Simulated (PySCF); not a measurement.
# Static response to an electric field

C7H15B.
SMILES with atom numbers: `[CH3:1][C@@H:2]1[BH:3][CH2:4][CH2:5][CH2:6][C@@H:7]1[CH3:8]` (hydrogens: H9, H10, H11 on C1; H12 on C2; H13 on B3; H14, H15 on C4; H16, H17 on C5; H18, H19 on C6; H20 on C7; H21, H22, H23 on C8)

Structure used (PBE0-D3(BJ)/def2-SVP), in Å, numbered top down from 1:
```
atom  x, y, z in Å
C1    -0.4625    1.9484   -0.6133
C2    -0.2100    1.0221    0.5936
B3     1.2431    1.3826    1.0775
C4     2.4543    0.4939    0.6499
C5     2.1079   -0.9466    0.2730
C6     0.7965   -1.0460   -0.4984
C7    -0.3924   -0.4786    0.2820
C8    -1.7172   -0.7994   -0.3998
H9    -1.5057    1.8867   -0.9596
H10   -0.2677    3.0016   -0.3565
H11    0.1822    1.6978   -1.4705
H12   -0.9397    1.3165    1.3703
H13    1.4315    2.4304    1.6644
H14    2.8068    1.0451   -0.2524
H15    3.3065    0.5587    1.3455
H16    2.9236   -1.4121   -0.3049
H17    2.0162   -1.5465    1.1960
H18    0.8899   -0.5177   -1.4658
H19    0.5948   -2.0999   -0.7537
H20   -0.3976   -0.9969    1.2600
H21   -1.7474   -0.4139   -1.4314
H22   -1.8803   -1.8872   -0.4540
H23   -2.5678   -0.3599    0.1458
```

Level: wB97X-D/def2-SVPD (PySCF), static field, nuclei fixed, core orbitals frozen in the response. The polarisability tensor in these axes (au):

```
x   100.74  -0.34   5.11
y    -0.34  97.02   3.22
z     5.11   3.22  84.64
```

Question: What are the eigenvalues, a third of the trace, and Δα (Δα² = ½Σ(αi − αj)² over the three pairs)?

Answer: Principal values 82.46, 97.65 and 102.29 au; mean 94.13 au = 13.95 Å³ = 15.52 × 10⁻⁴⁰ C²·m²/J; Δα = 17.96 au (19 % of the mean).

Question: What is the dipole moment, and where does it point?

Answer: (-0.02, -0.32, -0.23) D, 0.39 D in size, pointing from the negative to the positive side. Measured along this direction, the outermost atoms are H13 at the negative end and H19 at the positive end.

Question: What depolarisation ratio follows for Rayleigh scattering of linearly polarised light, taking the static tensor?

Answer: ρ = 3Δα²/(45ᾱ² + 4Δα²) = 968.0/(398759 + 1290.7) = 0.00242.

Question: Give the principal axes and the span of the nuclei along them.

Answer: Largest value along (0.95, 0.12, 0.30), where the nuclei span 6.03 Å; middle along (-0.18, 0.97, 0.17), 5.17 Å; least along (-0.27, -0.21, 0.94), 3.30 Å. The response follows the extents in order.

Question: What molar refraction does this α imply?

Answer: Lorentz–Lorenz: R = (4π/3)N_A α = 2.5225 cm³/(mol·Å³) × 13.95 Å³ = 35.2 cm³/mol, in the limit of long wavelengths.

Question: Find the Langevin capture rate constant for NH4+ (18.034 u) meeting this molecule (110.127 u), k = 2.342 × 10⁻⁹ cm³/s × √(α in Å³ / reduced mass in u).

Answer: The reduced mass is 15.50 u, so k = 2.22 × 10⁻⁹ cm³/s. The formula leaves out the permanent dipole, which adds to the capture rate.

Geometry: PBE0-D3(BJ)/def2-SVP, one conformer, isolated molecule.

The run behind these numbers computed excited states and ΔSCF ions as well. On one thread, Intel Xeon at 2.70 GHz (x86_64), shared host, this took 12 min and 1.4 GiB of memory at its peak.
